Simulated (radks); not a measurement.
Results of a calculation; reference values are marked as such.
Neutral hydrogen inside a hard spherical wall (all orbitals vanish at R), configuration held at 1s1 and not refilled when levels cross. Level of theory: scalar-relativistic Kohn-Sham, PBE, spin-unpolarised, spherical densities, point nucleus; without spin polarisation the odd electron is poorly described (a radial shooting solver on a logarithmic mesh with Libxc functionals). Eigenvalues in eV, with the zero of energy where the potential of the charges vanishes at infinity; a dash marks a level that is unbound or too diffuse for the functional's potential to be trusted. A positive occupied level is held by the wall or, in an anion where self-interaction has pushed it up, behind a barrier. The pressure on the wall is -dE/dV.

| R (bohr) | E (hartree) | kinetic (hartree) | e(1s) | e(2s, empty) | e(2p, empty) | pressure (GPa) |
|---|---|---|---|---|---|---|
| free | -0.45893 | 0.447 | -6.493 | - | - | 0 |
| 20 | -0.45893 | 0.447 | -6.493 | - | - | < 0.0001 |
| 15 | -0.45893 | 0.447 | -6.493 | - | - | < 0.0001 |
| 12 | -0.45893 | 0.447 | -6.493 | 0.631 | 0.874 | < 0.0001 |
| 10 | -0.45893 | 0.447 | -6.491 | 1.130 | 1.248 | 0.000276 |
| 8 | -0.45880 | 0.449 | -6.474 | 2.325 | 2.044 | 0.00641 |
| 5 | -0.45212 | 0.484 | -5.963 | 9.904 | 6.390 | 0.828 |
| 4 | -0.43388 | 0.552 | -4.963 | 18.509 | 11.004 | 4.81 |
| 2 | -0.03694 | 1.390 | 9.765 | 103.29 | 55.098 | 401 |
